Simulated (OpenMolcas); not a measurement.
An OpenMolcas run meant for Ti (ANO-RCC-VDZP, DKH2; inactive shells 1s 2s 2p 3s 3p; intended active space 4 electrons in 6 orbitals (3d 4s)). One step of its input:

```
&CASPT2
Multistate=10 1 2 3 4 5 6 7 8 9 10
Frozen=2 3
IPEA=0.25
Imaginary=0.1
MaxIter=60
WThr=0.0 0.3 0.05
PrWF=0.5
NoMix
Deleted=6 8
```

The run finished. Its levels beside those of a sound run (MS-CASPT2, IPEA 0.25 Eh, imaginary shift 0.1 Eh (closed shells correlated: 3s 3p)), in cm-1 above each run's lowest level:

| Level | This run | Usual run |
| --- | --- | --- |
| 3d2 4s2 3F2 | 0.0 | 0.0 |
| 3d2 4s2 3F3 | 150 | 144 |
| 3d2 4s2 3F4 | 337 | 332 |
| 3d2 4s2 3P0 | 6812 | 4466 |
| 3d2 4s2 3P1 | 6859 | 4513 |
| 3d2 4s2 3P2 | 6957 | 4598 |
| 3d3 4s 5F1 | 7029 | 6623 |
| 3d3 4s 5F2 | 7076 | 6669 |
| 3d2 4s2 1D2 | 2613 | 6712 |
| 3d3 4s 5F3 | 7146 | 6739 |
| 3d3 4s 5F4 | 7239 | 6832 |
| 3d3 4s 5F5 | 7353 | 6946 |
| 3d2 4s2 1G4 | 9500 | 12690 |
| 3d3 4s 3F2 | 13766 | 12836 |

**Question.** Which setting is unsound, and how much does it matter here?

**Answer.** Nearly half of the orbitals are deleted from the virtual space, which removes much of the correlation energy. Against the sound run the excited levels shown move by 1300 cm-1 on average and by 4100 cm-1 at most.

CASPT2 does not keep the components of a term degenerate, so their means are used; among the terms shown or strongly mixed into the levels shown the widest spread is 2300 cm-1 (3d2 4s2 3F, the sound run). Over all roots computed the reference weight is 0.87 to 0.94 in the sound run; the roots of lowest weight are the least certain, and an intruder state may touch them. Some high roots are left out of the spin-orbit mixing, which shifts the levels that they would mix with. A single d shell beside an s shell can misplace configurations of different d count against each other. Some terms miss by over 15 % even with CASPT2, which points to a basis or an active space too small for the shells correlated. The CASPT2 spread within a term exceeds the gap to the next term for 3d2 4s2 1D and 3d3 4s 5F, 3d2 4s2 1G and 3d3 4s 3F, so the order of their levels is uncertain, and so are names and mixing where such terms share a J (holds for the sound run). Levels of configurations outside the active space are missing.
